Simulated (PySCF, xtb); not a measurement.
Te(Br)(SiH3) (BrH₃SiTe), SMILES Br[Te][SiH3].

Harmonic wavenumbers (cm⁻¹) from xtb with GFN2-xTB at its own minimum, in rising order: 78, 82, 255, 349, 491, 495, 749, 769, 795, 2286, 2302, 2325.

**Question.** What does PySCF with PBE0-D3(BJ)/def2-SVP give at its own minimum? (The exact figures need the calculation; the answer reports its results.)

**Answer.** 80, 126, 257, 334, 543, 550, 869, 912, 939, 2229, 2253, 2260. Paired by order, the mean absolute difference is 62 cm⁻¹ and the zero-point energies are 15.7 and 16.2 kcal/mol.
